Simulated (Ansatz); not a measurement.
`SBBCl` + `C[NH][Al]([CH3])[Cl]` → `CNBCl` + `[CH3][Al]([Cl])[BH]S`  (redistribution)

Isolated molecules relaxed with PBE0-D4/def2-TZVP in Ansatz; ΔE leaves out vibrations. CCSD(T)/CBS is the MP2 limit (def2-TZVPP, def2-QZVPP) plus CCSD(T) − MP2 in def2-TZVPP, frozen cores. Functionals use def2-TZVPP. Each species was taken in one conformer, which may not be the lowest.

| level | ΔE (kJ/mol) | difference from CCSD(T)/CBS |
| --- | --- | --- |
| LDA (SPW92) | -61.2 | -14.5 |
| PBE-D4 | -53.1 | -6.4 |
| revPBE-D4 | -49.9 | -3.2 |
| BLYP-D4 | -44.5 | 2.2 |
| r2SCANh-D4 | -45.8 | 0.9 |
| r2SCAN0-D4 | -46.4 | 0.3 |
| ωB97X-V | -45.3 | 1.4 |
| PBE-QIDH | -49.4 | -2.7 |
| revPBE | -51.1 | -4.4 |
| r2SCANh | -46.0 | 0.7 |
| BHLYP | -44.0 | 2.7 |
| LC-ωPBE | -47.8 | -1.1 |
| HF/def2-SVP | -51.0 | -4.3 |
| CCSD/def2-SVP | -56.2 | -9.5 |
| CCSD/def2-TZVPP | -44.7 | 2.0 |
| HF/def2-QZVPP | -38.6 | 8.1 |
| CCSD(T)/CBS | -46.7 | 0 |

Largest T1 diagnostic among the species: 0.015.

Leaving LDA and LC-ωPBE aside and taking each functional with its dispersion term where it has one, the values, not all of them listed here, spread over 14.1 kJ/mol, from PBE-D4 to B97M-V. LDA lies −7.4 kJ/mol from PBE without D4. In def2-TZVPP, CCSD(T) changes the Hartree–Fock value by −7.5 kJ/mol (the triples alone add −2.2 kJ/mol) and MP2 by −5.7 kJ/mol.
